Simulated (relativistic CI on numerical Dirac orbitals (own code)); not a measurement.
Transition arrays of Ge¹⁰⁺

Calculated at this level of theory: Dirac-Coulomb-Breit CI, separate exchange-only KLI orbitals for each configuration, model QED (radiative potential, 1s self-energy scaled to tabulated hydrogen-like ionisation energies), valence Slater integrals scaled by 0.9, whole transition arrays (own radial code, finite nucleus).

CI space (outside the closed core [Ne] 3s2): 3p6 3d4, 3p6 3d3 4f, 3p5 3d5, 3p6 3d3 4p, 3p6 3d3 5f. Levels of other configurations are missing.

All E1 lines from the levels of 3p6 3d4; mean and standard deviation are weighted by gf, and upper levels are sorted by their leading configuration.

```
Upper configuration  Lines    Σgf  Mean (eV)  Mean (nm)  σ (eV)  Strongest line (nm)
         3p6 3d3 4f   2825  436.2     179.45      6.909    3.25                6.863
            3p5 3d5   3245  370.8     105.49     11.753    7.75               10.811
         3p6 3d3 4p   1718   32.1     124.92      9.925    3.56                9.794
         3p6 3d3 5f   2825  226.0     217.01      5.713    3.55                5.682
```

Σgf per state of the lower configuration in bins of 0.2 nm over the central range (centre: value): 5.5: 0.09, 5.7: 0.79, 5.9: 0.18, 6.7: 0.32, 6.9: 1.26, 7.1: 0.43, 7.3: 0.05, 9.7: 0.05, 9.9: 0.04, 10.1: 0.03, 10.3: 0.02, 10.5: 0.02, 10.7: 0.09, 10.9: 0.28, 11.1: 0.11, 11.3: 0.22, 11.5: 0.13, 11.7: 0.15, 11.9: 0.15, 12.1: 0.13, 12.3: 0.07, 12.5: 0.07, 12.7: 0.05, 12.9: 0.10, 13.1: 0.03, 13.3: 0.05.

(1) How do configuration mixing and the scaling of the Slater integrals move the arrays?

Answers

(1) Slater scale 0.9, no configuration mixing: 3p6 3d3 4f 179.3 ± 3.2 eV (Σgf 403.7), 3p5 3d5 105.7 ± 7.9 eV (Σgf 405.6), 3p6 3d3 4p 125.5 ± 3.0 eV (Σgf 50.1), 3p6 3d3 5f 216.9 ± 3.5 eV (Σgf 164.0); Slater scale 1: 3p6 3d3 4f 179.7 ± 3.6 eV (Σgf 443.5), 3p5 3d5 106.9 ± 8.5 eV (Σgf 366.2), 3p6 3d3 4p 123.1 ± 5.5 eV (Σgf 34.9), 3p6 3d3 5f 217.1 ± 3.9 eV (Σgf 230.8); Slater scale 0.8: 3p6 3d3 4f 179.2 ± 2.9 eV (Σgf 429.0), 3p5 3d5 104.0 ± 7.0 eV (Σgf 368.4), 3p6 3d3 4p 124.5 ± 4.2 eV (Σgf 36.0), 3p6 3d3 5f 216.9 ± 3.2 eV (Σgf 221.5). With mixing, levels are counted to their leading configuration, so an array can shrink or vanish into another, and the sums then hold other lines.
